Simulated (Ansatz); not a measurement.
B(PF3)H3 (BPH3F3), relaxed as a singlet with RKS B3LYP-D4/def2-SVP in Ansatz, starting from the GFN2-xTB geometry. Force threshold 0.02 eV/Å.

Start:

Cartesian coordinates in Å:
```
B -0.897 -0.220 0.663
P 0.575 0.147 -0.429
F 0.742 1.521 -1.201
F 0.921 -0.752 -1.688
F 2.055 0.141 0.141
H -0.712 -1.322 1.045
H -1.834 -0.111 -0.048
H -0.850 0.595 1.517
```

**Question.** Estimate the energy that the relaxation releases and the steps that it takes.

**Answer.** 4.7 kcal/mol, in 5 steps; 23 s on 4 threads of Intel Xeon on a shared host. No frequencies were taken in this run, so the end may be a saddle point.

**Question.** Does the start keep its bonding and symmetry?

**Answer.** By distances, no bond broke or formed. The bond that changes most is B1–H6, from 1.18 to 1.22 Å (atoms count from 1). Point group C3 at the start, C3v at the end, both within 0.05 Å; within 0.015 Å the end is C3.

**Question.** Predict the relaxed structure.

**Answer.** 
Cartesian coordinates in Å:
```
B -0.872 -0.213 0.645
P 0.593 0.147 -0.439
F 0.661 1.552 -1.153
F 0.844 -0.796 -1.678
F 2.025 0.111 0.221
H -0.646 -1.345 1.028
H -1.809 -0.103 -0.123
H -0.795 0.649 1.498
```
Bond lengths: 3 × F–P 1.58 Å; 1 × B–P 1.86 Å; 3 × B–H 1.22 Å.
